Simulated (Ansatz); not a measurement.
CH$_{6}$AlBOSi. Total charge 0; spin multiplicity 1. The bonds changed during the relaxation, so this is another structure than the one it started from.

```tsv
atom	x (Å)	y (Å)	z (Å)
B1	0.914	1.437	0.205
Si2	-0.863	1.483	-0.355
Al3	0.342	-0.676	0.698
C4	-0.483	-2.007	-0.456
O5	0.710	-1.865	-0.805
H6	1.197	1.830	1.300
H7	1.760	0.944	-0.501
H8	-1.377	0.910	-1.629
H9	-2.005	1.893	0.502
H10	0.896	-1.223	2.069
H11	-1.092	-2.727	-1.029
```

(1) Give the diagnostics of a CCSD(T)/def2-TZVPP run (frozen core, Ansatz). (Estimate.)

Results:

(1) Computed: T1 = 0.0173, largest single amplitude 0.042, largest double 0.076, (T) share of the correlation energy 4.3 %, 11 CCSD cycles. The RHF solution is stable towards an unrestricted one. T1 lies under the customary mark of 0.02 for closed shells.
